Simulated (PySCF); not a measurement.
Computed with ωB97X-D3(BJ)/def2-TZVP // PBE0-D3(BJ)/def2-SVP in PySCF. All species are isolated molecules in the gas phase. One relaxed conformer stands for a flexible species; it need not be the lowest. Delta-SCF ions had no search for a lower state. 

Reference species (SMILES): `C[O][Ge]([O]C)([O]C)[O]C` (neutral, multiplicity 1).

- S1 oscillator strength = 0.016
- vertical ionisation energy (Delta-SCF) = 10.41 eV
- HOMO–LUMO gap = 13.01 eV

Changed species: `C[O][Ge]([OH])([OH])[O]C` (2 of 4 OH replaced by OCH3; the reference has 4 of 4 OH replaced by OCH3).

**Question.** Give the shifts of the S1 oscillator strength, vertical ionisation energy (Delta-SCF) and HOMO–LUMO gap.

**Answer.** the S1 oscillator strength is nearly the same; the vertical ionisation energy (Delta-SCF) increases by 0.23 eV, to 10.64 eV; the HOMO–LUMO gap drops by 0.29 eV, to 12.72 eV.
